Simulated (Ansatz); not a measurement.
Ansatz (a program for electronic structure) input:

Ansatz 0.2 input:
```yaml
crystal:
  periodic: [false, false, false]
  atoms:
    - {symbol: N, position_ang: [-0.00000000, -0.00000000, -1.04500128]}
    - {symbol: Si, position_ang: [0.00000000, 0.00000000, 0.52250064]}
basis:
  gaussian:
    orbitals: def2-TZVPD
hamiltonian:
  xc: {name: BHLYP}
magnetization: {spin_polarized: true, initial_magnetization: 1}
output: {forces: true}
```

Problem. What final total energy does it print?

Solution. -344.11370 Eh (BHLYP/def2-TZVPD). The basis has 80 functions.
